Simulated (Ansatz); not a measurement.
Reaction (atomization): `[BH2][SnH2][SiH2][SiH3]` → B• + 9 H• + 2 Si• + Sn•

Gas-phase electronic energies from Ansatz, PBE0-D4/def2-TZVP geometries. CCSD(T)/CBS adds triple-zeta CCSD(T) − MP2 to the extrapolated MP2 energy (def2 sets, frozen cores). This one scheme is used for every species, atoms too. Functionals use def2-TZVPP. No spin–orbit coupling; open shells (•) take unrestricted orbitals. Spin–orbit coupling would lower the free atoms: a little for B, Si; strongly for Sn. Elements past krypton have def2 core potentials. Bonds to Sn are less sure, by a few kJ/mol each and by 10 to 20 or more in all where they break to atoms, as the def2 sets lack core-valence functions. Each species was taken in one conformer, which may not be the lowest.

| level | ΔE (kJ/mol) | difference from CCSD(T)/CBS |
| --- | --- | --- |
| BLYP-D4 | 3539.8 | -68.0 |
| r2SCANh-D4 | 3591.5 | -16.3 |
| ωB97X-V | 3635.9 | 28.1 |
| PBE-QIDH | 3550.7 | -57.1 |
| revPBE | 3427.1 | -180.7 |
| PBE0 | 3530.9 | -76.9 |
| BHLYP | 3531.3 | -76.5 |
| SCS-MP2/def2-QZVPP | 3567.9 | -39.9 |
| HF/CBS(def2) | 2750.2 | -857.6 |
| CCSD/CBS(def2) | 3576.2 | -31.6 |
| CCSD(T)/CBS | 3607.8 | 0 |

Largest T1 diagnostic among the species: 0.014.

From PBE to PBE0 (25 % exact exchange), in def2-TZVPP and without D4, ΔE moves by +9.1 kJ/mol. In def2-TZVPP, CCSD(T) changes the Hartree–Fock value by +777.7 kJ/mol (the triples alone add +31.7 kJ/mol) and MP2 by +717.0 kJ/mol; breaking electron pairs costs correlation energy, which Hartree–Fock lacks.

For atomizations the MP2-based limit and the directly extrapolated one differ by several kJ/mol either way, and by 10 to 25 for some Ge, Se and Sn compounds, so smaller differences from it don't rank the levels.
